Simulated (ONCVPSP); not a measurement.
arsenic, ONCV: configuration errors across variants

arsenic (As), optimised norm-conserving Vanderbilt (ONCV), made with ONCVPSP 4.0.1 (PBE, scalar-relativistic). Core [Ar], reference 3d10 4s2 4p2 (charge +1). Waves: 4s: rc 1.25 bohr, ncon 3, nbas 6, qcut 4.5 1/bohr, 2 projectors, debl 2.7 Ha; 4p: rc 2.00 bohr, ncon 4, nbas 8, qcut 4.4 1/bohr, 2 projectors, debl 0.5 Ha; 3d: rc 0.90 bohr, ncon 4, nbas 9, qcut 19.7 1/bohr, 2 projectors, debl 1.2 Ha. Local part: polynomial inside 0.55 bohr (lpopt 5, dvloc0 -1 Ha). Core correction: polynomial model core, fcfact 0.5.

In the d channel the program set the typed energies aside and used -1.852, 0.250 Ha.

All-electron excitation energies from the reference (eV): (1) 3d10 4s2 4p3 -9.149; (2) 3d10 4s2 4p1 17.918; (3) 3d10 4s2 4p0 45.622; (4) 3d10 4s1 4p3 10.107.

1 further variants failed, have other tests or too few solved ones, and are left out.

A true bound ghost makes a file unfit for plane-wave use even where its test errors are small: the radial tests pick states by their node count and pass the ghost by.

Errors AE − PS in meV (a dash: test not solved or not reliable):

| change | (1) | (2) | (3) | (4) | bound ghosts | GHOST(+) flags above zero |
| --- | --- | --- | --- | --- | --- | --- |
| base | +0.8 | -4.5 | -19 | -2.4 | s, p | none |
| d: qcut 11.5 | +0.9 | -4.4 | -19 | -2.3 | s, p | none |
| d: qcut 13.5 | +0.8 | -4.4 | -19 | -2.3 | s, p | none |
| d: qcut 15.8 | +0.8 | -4.4 | -19 | -2.4 | s, p | none |
| d: qcut 18 | +0.8 | -4.5 | -19 | -2.4 | s, p | none |
| d: qcut 19.2 | +0.8 | -4.5 | -19 | -2.4 | s, p | none |
| d: qcut 21.5 | +0.8 | -4.5 | -19 | -2.4 | s, p | none |
| d: qcut 25.6 | +0.8 | -4.5 | -19 | -2.4 | s, p | none |
| d: qcut 27.6 | +0.8 | -4.5 | -19 | -2.4 | s, p, d | none |

Question: Give the same row for: d: qcut 23.9.

Answer: +0.8, -4.5, -20, -2.5; bound ghosts: s, p; GHOST(+) flags above zero: none.
